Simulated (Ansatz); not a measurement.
# Which level was it?

C3H9Ga: 13 atoms, total charge 0, spin state singlet. SMILES: `C[Ga](C)C`. The coordinates come from a PBE0-D4/def2-TZVP relaxation.

```xyz
13

C    -0.3866    1.6627   -0.9900
Ga    0.0309   -0.0152   -0.0333
C     1.4043   -0.0170    1.3876
C    -0.9848   -1.6621   -0.4331
H     0.4960    2.2955   -1.1056
H    -1.1189    2.2356   -0.4106
H    -0.8224    1.4795   -1.9741
H     2.2071    0.6933    1.1791
H     1.8381   -1.0071    1.5405
H     0.9440    0.2865    2.3342
H    -1.3177   -1.6954   -1.4726
H    -1.8823   -1.6929    0.1945
H    -0.4080   -2.5635   -0.2165
```

A calculation with Ansatz 0.2.0 gave:

* total energy: -2042.4820 Eh

Problem. Which of these levels gave the numbers?
A. B3LYP/6-31G* (spherical functions)
B. CCSD(T)/def2-SVP
C. revPBE/def2-SVP
D. BLYP/def2-SVP

Solution. B. The others give -2044.0765 Eh (revPBE/def2-SVP), -2044.2289 Eh (BLYP/def2-SVP), -2044.3649 Eh (B3LYP/6-31G* (spherical functions)).
